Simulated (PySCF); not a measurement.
# O⁺ (oxygen, charge +1): UHF calculation

Configuration: [He] 2s2 2p3, high-spin 4S determinant. Calculation: PySCF 2.14, in aug-cc-pVDZ-DK; scalar relativity by spin-free X2C-1e.

* Total energy: -74.405878 hartree
* One-electron energy: -98.4774 hartree
* Hartree (Coulomb) energy: 31.9816 hartree
* Exchange energy: -7.9101 hartree
* ⟨S²⟩: 3.7551
* ⟨L²⟩: 0.000
* Sum of ⟨r⟩: 5.838 bohr
* Sum of ⟨r²⟩: 7.466 bohr²
* Langevin diamagnetic susceptibility: -5.91 ×10⁻⁶ cm³/mol
* Time after the integrals: 0.05 s of wall time on 1 thread of Neoverse-V1 (shared host)

```tsv
shell	electrons	mean orbital energy (eV)	rms radius, mean of both spins (bohr)
1s α	1	-583.29	0.230
1s β	1	-579.57	0.230
2s α	1	-56.484	1.20
2s β	1	-41.854	1.20
2p α	3	-36.157	1.22
```
